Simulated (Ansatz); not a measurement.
Ansatz (a quantum-chemistry and plane-wave program) job for ClGeH6NSi, SMILES N[Si@@H](Cl)[GeH3], PBE0/def2-SVPD. The structure is a stationary point at PBE0-D3(BJ)/def2-SVP. The structure was generated by enumeration; whether it is a known compound was not checked. Other conformers were not sampled.

Ansatz 0.2 input:
```yaml
crystal:
  periodic: [false, false, false]
  atoms:
    - {symbol: N, position_ang: [-1.88591693, 0.87292107, 0.87809709]}
    - {symbol: Si, position_ang: [-0.89093798, -0.35217587, 0.19952794]}
    - {symbol: Cl, position_ang: [-1.08031949, -0.57629460, -1.87900349]}
    - {symbol: Ge, position_ang: [1.38279994, 0.20775679, 0.58109850]}
    - {symbol: H, position_ang: [-2.88643020, 0.72285858, 0.95966030]}
    - {symbol: H, position_ang: [-1.68175245, 1.84851012, 0.68949720]}
    - {symbol: H, position_ang: [-1.31866722, -1.65154030, 0.78576387]}
    - {symbol: H, position_ang: [2.31564100, -0.77360766, -0.14785359]}
    - {symbol: H, position_ang: [1.64309723, 1.62607853, 0.03642511]}
    - {symbol: H, position_ang: [1.71849495, 0.19650642, 2.08434335]}
basis:
  gaussian:
    orbitals: def2-SVPD
hamiltonian:
  xc: {name: PBE0}
```

Program output:

```
Functional definition: PBE0
integrals: 0.11 GiB planned
1534 factors; their error is unknown
mean field: 0.92 GiB planned
mean field evaluation 1: about -78472.9157 eV, gradient 5.0e1 eV
mean field evaluation 2: about -78466.1537 eV, gradient 7.1e1 eV
mean field evaluation 4: about -78477.6079 eV, gradient 2.5e0 eV
mean field evaluation 8: about -78477.6221 eV, gradient 2.3e-2 eV
mean field evaluation 16: about -78477.9422 eV, gradient 2.4e-5 eV
mean field -78477.94215472 eV, -2884.0111799262 hartree, gradient 2.4e-5 eV, S^2 0.000000; 0 other end points of the search recorded, 0 dependent functions left out
reference -78477.94219501 eV, -2884.0111814068 hartree; 38, 38 occupied and 119, 119 virtual orbitals, 1534 factors
Total energy: -78477.94219501 eV, -2884.0111814068 hartree
```

The run converged.

Cost: roughly 8 core-seconds.
